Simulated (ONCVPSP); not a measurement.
indium: variants of one ONCV potential

Base potential:

| Quantity | Value |
| --- | --- |
| Element | indium (In) |
| Generator | ONCVPSP 4.0.1 |
| Type | optimised norm-conserving Vanderbilt (ONCV) |
| Functional | PBE |
| Relativity | fully relativistic |
| Frozen core | [Ar] 3d10 |
| Valence charge | 21 |
| Reference configuration | 4s2 4p6 4d10 5s2 5p1 |
| Partial waves | 4s+5s: rc 1.25 bohr, ncon 3, nbas 6, qcut 7.9 1/bohr, 2 projectors; 4p+5p: rc 1.45 bohr, ncon 4, nbas 7, qcut 8.2 1/bohr, 2 projectors; 4d: rc 1.40 bohr, ncon 5, nbas 10, qcut 10.7 1/bohr, 2 projectors, debl 2.2 Ha |
| Local potential | polynomial inside 1.15 bohr (lpopt 4, dvloc0 0 Ha) |
| Core correction | Teter function, fcfact 3.75, rcfact 1.3 |

Open shells are filled in proportion to 2j + 1.

All-electron outer shells of the reference configuration (PBE, scalar-relativistic, ld1.x):

```csv
shell,level (eV),outermost node (bohr),outermost maximum (bohr)
3p,-649.14,0.14,0.31
3d,-432.71,–,0.26
4s,-119.66,0.41,0.77
4p,-78.13,0.42,0.82
4d,-18.62,0.40,0.94
5s,-8.21,1.02,2.16
5p,-2.52,1.14,2.85
```

Cutoffs, loose and tight: the cutoffs (Ha) at which the residual kinetic energy of the hardest occupied pseudo-wave falls to 1 and 0.1 mHa per electron. They do not see the model core or the augmentation charge, which bear on the density cutoff. Test errors are all-electron minus pseudo excitation energies from the reference, over the configurations 4s2 4p6 4d10 5s2 5p0; 4s2 4p6 4d10 5s1 5p0; 4s2 4p6 4d10 5s0 5p0; 4s2 4p6 4d10 5s2 5p0.5. A dash means not determined; rows that change the core or the reference have their own tests. The largest error is taken over the tests solved by every variant that gives reliable tests at all: 4s2 4p6 4d10 5s1 5p0; 4s2 4p6 4d10 5s2 5p0; 4s2 4p6 4d10 5s2 5p0.5.

| change | outcome | cutoff, loose | cutoff, tight | bound ghosts | GHOST(+) flags above zero | largest test error (meV) |
| --- | --- | --- | --- | --- | --- | --- |
| base | generated | 40 Ha | 55 Ha | none | none | +0.2 |
| p: qcut 4.8 | generated | 66 Ha | 76 Ha | none | none | -0.2 |
| p: qcut 5.9 | generated | 46 Ha | 67 Ha | none | p3/2 | +0.6 |
| p: qcut 6.6 | generated | 40 Ha | 55 Ha | none | none | +0.2 |
| p: qcut 7.6 | generated | 40 Ha | 55 Ha | none | none | +0.2 |
| p: qcut 8.4 | generated | 40 Ha | 55 Ha | none | none | +0.2 |
| p: qcut 9.2 | generated | 40 Ha | 55 Ha | none | none | +0.2 |
| p: qcut 9.8 | generated | 40 Ha | 55 Ha | none | none | +0.2 |
| p: qcut 10.7 | generated | 40 Ha | 55 Ha | none | none | +0.2 |
| p: qcut 11.4 | generated | 40 Ha | 55 Ha | none | none | +0.3 |

(1) What comes out with this change to the base: p: qcut 12.2?

## Answers

(1) outcome: generated; cutoff, loose: 42 Ha; cutoff, tight: 55 Ha; bound ghosts: none; GHOST(+) flags above zero: none; largest test error (meV): -0.7.

Reading the sweep of the qcut of the p channel (base included, trends over the rows without a ghost): The loose cutoff is not monotonic: lowest 40 Ha at 6.6 1/bohr, highest 66 Ha at 4.8 1/bohr.
